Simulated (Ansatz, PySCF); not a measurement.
CH3FO2Si2, SMILES F[Si@@H]1[SiH2]C(O1)=O.

Coordinates come from a PBE0-D3(BJ)/def2-SVP optimisation. The structure was generated by enumeration; whether it is a known compound was not checked.

Vertical ionisation energy (IE) and electron affinity (EA) in eV. Rows of orbital energies are one-electron estimates. Where ΔSCF, EOM or ADC give a negative EA the extra electron is unbound and the value depends on the basis.

```tsv
level	IE	EA
−ε(HOMO), −ε(LUMO), CAM-B3LYP/def2-TZVP (PySCF)	9.11	0.30
−ε(HOMO), −ε(LUMO), PBE/def2-TZVP (PySCF)	…	…
ΔSCF, PBE0/def2-SVPD (Ansatz), final states of multiplicity 2 and 2	9.92	-0.23
ΔSCF, PBE/def2-SVPD (Ansatz), final states of multiplicity 2 and 2	9.64	-0.13
```

Complete the blanks. (An estimate is asked for; the answer gives what the named calculation found.)


- −ε(HOMO), −ε(LUMO), PBE/def2-TZVP (PySCF), IE: 6.40
- −ε(HOMO), −ε(LUMO), PBE/def2-TZVP (PySCF), EA: 2.42

What vertical singlet–triplet gap does ΔSCF give with PBE0/def2-SVPD (Ansatz, a first-principles code) and with PBE/def2-SVPD (Ansatz)? (Estimate from the structure and the level; the computed values follow.)

3.93 and 3.84 eV (triplet above singlet where positive).
